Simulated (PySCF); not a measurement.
**Radial density of S²⁺ (sulfur, charge +2)**

BHandHLYP, [Ne] 3s1 3p3, 3s spin antiparallel (an excited configuration). Calculation: PySCF 2.14, in aug-cc-pwCVQZ; the non-relativistic Hamiltonian (point nucleus).

```
r (bohr)  4πr²ρ (e/bohr)  4πr²(ρα − ρβ)
 0.00150         0.07199        -0.0003
 0.00253          0.1972        -0.0008
 0.00425          0.5278        -0.0022
 0.00715           1.361        -0.0057
  0.0120           3.296        -0.0137
  0.0202           7.179        -0.0287
  0.0340           13.12        -0.0463
  0.0572           18.00        -0.0330
  0.0962           16.25         0.0834
   0.162           12.06         0.2891
   0.272           16.27         0.2928
   0.458           14.74         0.0200
   0.770           4.310         0.1661
    1.30           2.784         1.0817
    2.18           1.490         0.8648
    3.67         0.09845         0.0771
    6.17       0.0002981         0.0003
```

With the s spin flipped the determinant is a mixture of two multiplicities, not a spectroscopic state.
